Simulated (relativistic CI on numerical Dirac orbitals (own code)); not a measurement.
## Ni⁴⁺ in a cubic cluster: L2,3 absorption with charge transfer

Computed with a charge-transfer multiplet model of a cubic metal-ligand cluster with up to 3 ligand holes, Slater and spin-orbit integrals from Dirac-Coulomb-Breit ions, Slater integrals scaled by 0.7. The ground state mixes d6 with configurations of k ligand holes L, whose averages lie at kΔ + k(k − 1)U_dd/2; a core hole lowers each added d electron by U_cd. 300 K, Lorentzian 0.4 eV and Gaussian 0.3 eV FWHM.

Atomic integrals in eV (Slater integrals scaled, ζ unscaled), ground: F2dd 9.934, F4dd 6.234, zeta_d 0.099; with the core hole: F2dd 10.444, F4dd 6.555, zeta_d 0.124, zeta_core 11.400, F2cd 6.313, G1cd 4.879, G3cd 2.777.

Cluster parameters (eV): Δ = 0.6, U_cd = 8.3, 10Dq = 0.6, 10Dq(ligand) = 0.3, V(eg) = 1.75, V(t2g) = -0.92, final-state hopping factor = 0.8.

```tsv
Case	n_d	d6	d7L	d8L2	d9L3	S
U_dd = 4.8 eV	6.43	0.60	0.36	0.03	0.00	1.99
U_dd = 6.2 eV	6.41	0.62	0.36	0.02	0.00	1.99
U_dd = 6.9 eV	6.40	0.62	0.35	0.02	0.00	1.99
U_dd = 7.6 eV	6.39	0.63	0.35	0.02	0.00	1.99
U_dd = 8.3 eV	6.39	0.63	0.35	0.02	0.00	2.00
```

Weights, n_d and S are thermal averages at 300 K. Photon energies count from the first peak over 30 % of the highest in each spectrum, which can be another peak from case to case. The parameters are a model scan and need not match a compound or its usual spin state. Peaks in eV (height, largest 100):
- U_dd = 4.8 eV: 0.0 (34), 1.5 (100), 5.0 (29), 5.9 (33), 7.9 (10), 8.3 (10), 18.2 (9), 19.3 (34), 22.3 (8), 23.3 (11)
- U_dd = 6.2 eV: -1.4 (27), 0.0 (100), 2.2 (26), 3.3 (17), 4.7 (13), 16.5 (9), 17.6 (34), 20.9 (7)
- U_dd = 6.9 eV: -1.3 (27), 0.0 (100), 3.4 (12), 4.6 (8), 16.4 (9), 17.5 (33)
- U_dd = 7.6 eV: 0.0 (100), 1.8 (28), 3.6 (10), 16.5 (8), 17.5 (33), 19.5 (7)
- U_dd = 8.3 eV: 0.0 (100), 1.9 (25), 3.8 (9), 16.4 (8), 17.5 (35), 19.7 (7)

Curve for U_dd = 6.2 eV (points under 2 left out, the grid thinned):

| E (eV) | Intensity |
| --- | --- |
| -3.2 | 2.0 |
| -2.8 | 3.3 |
| -2.4 | 8.0 |
| -2.0 | 20.0 |
| -1.6 | 25.4 |
| -1.2 | 25.8 |
| -0.8 | 35.8 |
| -0.4 | 72.4 |
| 0.0 | 100.0 |
| 0.4 | 73.5 |
| 0.8 | 48.1 |
| 1.2 | 39.6 |
| 1.6 | 32.2 |
| 2.0 | 25.2 |
| 2.4 | 23.8 |
| 2.8 | 16.4 |
| 3.2 | 16.9 |
| 3.6 | 14.9 |
| 4.0 | 12.4 |
| 4.4 | 11.3 |
| 4.8 | 12.4 |
| 5.2 | 7.2 |
| 5.6 | 4.7 |
| 6.0 | 3.9 |
| 6.4 | 3.5 |
| 6.8 | 2.8 |
| 7.2 | 2.4 |
| 7.6 | 2.4 |
| 16.0 | 3.8 |
| 16.4 | 9.0 |
| 16.8 | 8.8 |
| 17.2 | 18.0 |
| 17.6 | 33.9 |
| 18.0 | 25.8 |
| 18.4 | 17.7 |
| 18.8 | 11.3 |
| 19.2 | 9.9 |
| 19.6 | 5.0 |
| 20.0 | 3.9 |
| 20.4 | 4.8 |
| 20.8 | 6.3 |
| 21.2 | 5.5 |
| 21.6 | 4.1 |
| 22.0 | 2.9 |
| 22.4 | 2.0 |

For the case U_dd = 6.9 eV, Δ = 0.6 eV is smaller than U_dd = 6.9 eV, the charge-transfer side of the Zaanen-Sawatzky-Allen scheme. With the core hole the configuration with one ligand hole lies at Δ + U_dd − U_cd = -2.9, -1.5, -0.8, -0.1, 0.6 eV from the one without, in the order of the table; where this is negative the screened configuration lies lower, though the effective hopping of about 2.1 eV (from the holes of the mixed ground state) mixes the two strongly wherever it is as large as the gap.
